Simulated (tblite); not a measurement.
Run record: tight-binding relaxation, `C[C](C)(C)[Ge@@H]([F])[Br]`.

Computed with GFN2-xTB geometry optimisation, gas phase (tblite 0.8.0). Start geometry: from a force field or distance geometry. The command runs a driver script over a list of jobs; the input below is this job's line of settings and its coordinates in Å.

Command:
```bash
OMP_NUM_THREADS=1 python probes_run.py task.json out
```

Input:
```
{"job": {"kind": "relax", "xc": "GFN2-xTB", "basis": "xTB"}, "charge": 0, "multiplicity": 1}
C      0.017300    -0.892700    -1.247700
C     -0.155300    -0.030800    -0.031100
C     -0.711100     1.289600    -0.483500
C     -1.083000    -0.625700     0.992400
Ge     1.604800     0.179200     0.814900
F      2.248900    -1.433000     1.039500
Br     3.022200     1.399000    -0.570100
H     -0.319800    -0.314600    -2.145200
H      1.052300    -1.267000    -1.362500
H     -0.642200    -1.802600    -1.224000
H      0.057000     2.060400    -0.280700
H     -1.681300     1.527300     0.040900
H     -0.893900     1.253200    -1.567600
H     -0.540200    -1.422200     1.569300
H     -2.020800    -0.992000     0.541300
H     -1.354700     0.188800     1.723600
H      1.392900     0.895200     2.180700
```

Output:
```
step      E/eV     max force
  0    -666.13306    2.185
  1    -666.32181    0.795
  2    -666.40078    0.606
  3    -666.45122    0.576
  4    -666.52700    0.512
  5    -666.56642    0.429
  6    -666.59362    0.378
  7    -666.61267    0.292
  8    -666.62764    0.344
  9    -666.64049    0.302
... (95 lines left out)
105    -667.01395    0.027
106    -667.01402    0.028
107    -667.01407    0.018
108    -667.01410    0.013
109    -667.01412    0.012
110    -667.01414    0.016
111    -667.01416    0.017
112    -667.01419    0.012
113    -667.01420    0.012
114    -667.01421    0.010
```

«max force» is the largest atomic force in eV/Å.

Question: From which step on does the largest force stay under 0.1 eV/Å, and how much energy is left to gain from there?

Answer: From step 79 (0.088 eV/Å), 12.7 meV above the end.

Summary of the converged run: energy lowered by 20.3 kcal/mol over 114 steps; largest atomic force 0.010 eV/Å at the end.

Question: Give the final coordinates.

Answer: 0.594 Å rms from the input after alignment:
```
atom  x, y, z in Å
C1     0.0679   -0.8886   -1.2795
C2    -0.2172   -0.0207   -0.0629
C3    -0.8453    1.3027   -0.4761
C4    -1.1002   -0.7552    0.9344
Ge5    1.5781    0.3694    0.8627
F6     2.3135   -1.1905    1.2895
Br7    3.1106    1.3579   -0.5318
H8     0.7110   -0.3675   -1.9908
H9     0.5571   -1.8169   -0.9828
H10   -0.8631   -1.1408   -1.7860
H11   -0.1982    1.8456   -1.1656
H12   -1.0346    1.9335    0.3926
H13   -1.7952    1.1196   -0.9774
H14   -0.6292   -1.6829    1.2570
H15   -2.0568   -0.9991    0.4731
H16   -1.2918   -0.1405    1.8139
H17    1.6865    1.0860    2.2196
```

The run took 0.94 s on an Arm Neoverse V1 with one thread, shared host with 32 logical CPUs at a one-minute load of 28.
Labels such as C1 count atoms from 1, the log's own numbers from 0.
